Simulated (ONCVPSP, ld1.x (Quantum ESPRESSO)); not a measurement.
# Potentials for Mg (Z = 12) compared

Generated with ld1.x 7.5 (TM, RRKJ, ultrasoft, PAW), atompaw 4.2 or ONCVPSP 4.0.1. The cutoff is in Ry: for ld1.x and atompaw files where the sum of valence levels is converged to 10 mRy in a Bessel basis, for ONCV files where the hardest occupied wave has 1 mHa per electron of residual kinetic energy. The error is the largest all-electron minus pseudo excitation energy over each file’s own four to seven test configurations (ionisations up to +4, promotions, holes and added fractions of an electron), all of which were solved. The labels leave out finer settings (local radius, basis sizes, second energies), which also bear on the numbers. Spin-polarised tests are not counted. The rows are a selection from randomly drawn settings: files with unsolved tests, undetermined cutoffs or missed reference levels are left out.

A true bound ghost makes a file unfit for plane-wave use even where its test errors are small: the radial tests pick states by their node count and pass the ghost by.

```csv
potential,cutoff (Ry),largest error (meV),bound ghosts
"ONCV, Wu-Cohen, scalar-relativistic, rc 2.10/1.05/1.70 (spd), local smoothed, core correction yes, reference 2p6 3s1.5, qcut 3.1/11.7/4.9, projectors 1/3/1",129,+45,none
"PAW, PBE, scalar-relativistic, rc 2.15/1.10/1.80 (spd), local smoothed, core correction yes, reference 2p6 3s2 3p0",70,-259,s
"ONCV, PBE, non-relativistic, rc 1.35/0.75/1.40 (spd), local smoothed, core correction yes, reference 2s2 2p6 3s1.5, qcut 10.5/17.7/6.6, projectors 2/2/2",230,+79,none
"ONCV, PW91, non-relativistic, rc 1.45/1.15 (sp), local smoothed, core correction yes, reference 2s2 2p6 3s2, qcut 9.1/13.7, projectors 2/2",130,-305,none
"ONCV, PBE, scalar-relativistic, rc 1.05/0.95/1.00 (spd), local smoothed, core correction no, reference 2s2 2p6 3s1, qcut 11/17.6/8.4, projectors 2/3/2",195,-0.3,none
```

**Question.** Fill in the row for Mg: ONCV, PBEsol, scalar-relativistic, rc 2.90/3.15 (sp), local smoothed, core correction yes, reference 3s2, qcut 2/2.1, projectors 1/2.

**Answer.** cutoff 6 Ry, largest error -87 meV, bound ghosts: none.
